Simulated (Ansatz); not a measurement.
Gas-phase reaction in SMILES: OCl (HOCl) -> [OH] (HO) + Cl atom (the Cl-O bond at the site shown breaks; other sites are not compared here)
Structures are relaxed separately at B3LYP-D3(BJ)/def2-TZVP in Ansatz (a first-principles code).
Geometry of the first species:
SMILES: ClO
```xyz
3

O      0.0220     1.1044    -0.0012
H     -0.9233     1.3146     0.0160
Cl     0.0439    -0.5970    -0.0004
```
Charge 0, spin multiplicity 1.

Property: bond dissociation energy (electronic energy difference), in kcal/mol. Valence correlation only, unless marked. UHF or UKS for open shells. No spin-orbit coupling. Non-relativistic. CBS(X,Y): correlation extrapolated as X^-3; Hartree-Fock from the larger set.

CCSD(T)/CBS(aug-cc-pV(T+d)Z,aug-cc-pV(Q+d)Z) (Ansatz) gives 58.7 kcal/mol.

**Question.** Another calculation gave 65.2 kcal/mol. Which level was it?
(A) B3LYP/def2-TZVPD (Ansatz)
(B) BHLYP/def2-TZVPD (Ansatz)
(C) wB97X-V/def2-TZVPD (Ansatz)
(D) PBE/def2-TZVPD (Ansatz)

**Answer.** D, PBE/def2-TZVPD (Ansatz). The others give 54.5 (B3LYP), 57.5 (wB97X-V), 44.1 (BHLYP) kcal/mol.
